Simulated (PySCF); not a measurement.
trimethylarsine (C3H9As), SMILES C[As](C)C. Atoms are numbered in the order given.

```xyz
13

C     -1.4724    -0.8501    -0.5160
As     0.0000     0.0000     0.4709
C      0.0000     1.7001    -0.5160
C      1.4724    -0.8501    -0.5160
H     -1.3307    -0.7683    -1.6046
H     -2.4231    -0.3708    -0.2396
H     -1.5327    -1.9130    -0.2396
H      0.0000     1.5366    -1.6046
H      0.8904     2.2839    -0.2396
H     -0.8904     2.2839    -0.2396
H      1.3307    -0.7683    -1.6046
H      2.4231    -0.3708    -0.2396
H      1.5327    -1.9130    -0.2396
```

Coordinates come from a PBE0-D3(BJ)/def2-SVP optimisation.

Level of theory: M06-2X/def2-TZVP (PySCF).

ESP charges are fitted to the potential on shells at 1.4 to 2.0 van der Waals radii. Atomic charges (e):

```json
[
 {"atom": "C1", "ESP fit": "-0.43", "Mulliken": "-0.53", "IAO": "(withheld)", "Löwdin": "-0.53"},
 {"atom": "As2", "ESP fit": "0.03", "Mulliken": "0.20", "IAO": "(withheld)", "Löwdin": "0.58"},
 {"atom": "C3", "ESP fit": "-0.54", "Mulliken": "-0.53", "IAO": "(withheld)", "Löwdin": "-0.53"},
 {"atom": "C4", "ESP fit": "-0.43", "Mulliken": "-0.53", "IAO": "(withheld)", "Löwdin": "-0.53"},
 {"atom": "H5", "ESP fit": "0.14", "Mulliken": "0.15", "IAO": "(withheld)", "Löwdin": "0.11"},
 {"atom": "H6", "ESP fit": "0.15", "Mulliken": "0.16", "IAO": "(withheld)", "Löwdin": "0.12"},
 {"atom": "H7", "ESP fit": "0.14", "Mulliken": "0.16", "IAO": "(withheld)", "Löwdin": "0.12"},
 {"atom": "H8", "ESP fit": "0.17", "Mulliken": "0.15", "IAO": "(withheld)", "Löwdin": "0.11"},
 {"atom": "H9", "ESP fit": "0.17", "Mulliken": "0.16", "IAO": "(withheld)", "Löwdin": "0.12"},
 {"atom": "H10", "ESP fit": "0.17", "Mulliken": "0.16", "IAO": "(withheld)", "Löwdin": "0.12"},
 {"atom": "H11", "ESP fit": "0.14", "Mulliken": "0.15", "IAO": "(withheld)", "Löwdin": "0.11"},
 {"atom": "H12", "ESP fit": "0.15", "Mulliken": "0.16", "IAO": "(withheld)", "Löwdin": "0.12"},
 {"atom": "H13", "ESP fit": "0.14", "Mulliken": "0.16", "IAO": "(withheld)", "Löwdin": "0.12"}
]
```

What belongs in the gaps? (An estimate is asked for; the answer gives what the named calculation found.)


- C1, IAO: -0.63
- As2, IAO: 0.58
- C3, IAO: -0.63
- C4, IAO: -0.63
- H5, IAO: 0.14
- H6, IAO: 0.15
- H7, IAO: 0.15
- H8, IAO: 0.14
- H9, IAO: 0.15
- H10, IAO: 0.15
- H11, IAO: 0.14
- H12, IAO: 0.15
- H13, IAO: 0.15

Computed Mayer and Wiberg (Löwdin basis) orders of the bonds:
```tsv
bond	Mayer	Wiberg
C1–As2	0.98	1.24
As2–C3	0.98	1.24
As2–C4	0.98	1.24
C1–H5	0.95	0.93
C1–H6	0.96	0.93
C1–H7	0.96	0.93
C3–H8	0.95	0.93
C3–H9	0.96	0.93
C3–H10	0.96	0.93
C4–H11	0.95	0.93
C4–H12	0.96	0.93
C4–H13	0.96	0.93
```
